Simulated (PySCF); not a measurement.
1-(chloromethyl)-1-fluorocyclopropane (C₄H₆ClF), SMILES C1(CCl)(CC1)F.

The structure is a stationary point at PBE-D3(BJ)/def2-SVP. Other conformers were not sampled.

Method: TDDFT-PBE/def2-SVPD (PySCF).

Vertical excitations. 

| state | energy (eV) | λ (nm) | f | main pairs |
|---|---|---|---|---|
| S1 | 6.46 | 192 | 0.071 | HOMO→LUMO 90 % |
| S2 | 6.72 | 185 | 0.004 | HOMO−2→LUMO 81 % |
| S3 | 6.73 | 184 | 0.004 | HOMO−1→LUMO 89 % |
| S4 | 6.89 | 180 | 0.032 | HOMO→LUMO+1 94 % |
| S5 | 7.01 | 177 | 0.005 | HOMO−1→LUMO+1 98 % |
| S6 | 7.10 | 175 | 0.009 | HOMO−2→LUMO+1 98 % |
| S7 | 7.28 | 170 | 0.021 | HOMO−3→LUMO 94 % |
| S8 | 7.61 | 163 | 0.015 | HOMO→LUMO+2 96 % |
| S9 | 7.71 | 161 | 0.006 | HOMO→LUMO+3 90 % |
| S10 | 7.72 | 161 | 0.003 | HOMO−1→LUMO+2 85 % |
| T1 | 6.06 | 205 | 0 | HOMO→LUMO 78 %, HOMO−2→LUMO 20 % |
| T2 | 6.09 | 203 | 0 | HOMO−1→LUMO 99 % |
| T3 | 6.28 | 197 | 0 | HOMO−2→LUMO 78 %, HOMO→LUMO 21 % |
| T4 | 6.73 | 184 | 0 | HOMO→LUMO+1 98 % |
Triplets are in the Tamm–Dancoff approximation, which puts them higher than full response would, so one can lie above its singlet here.
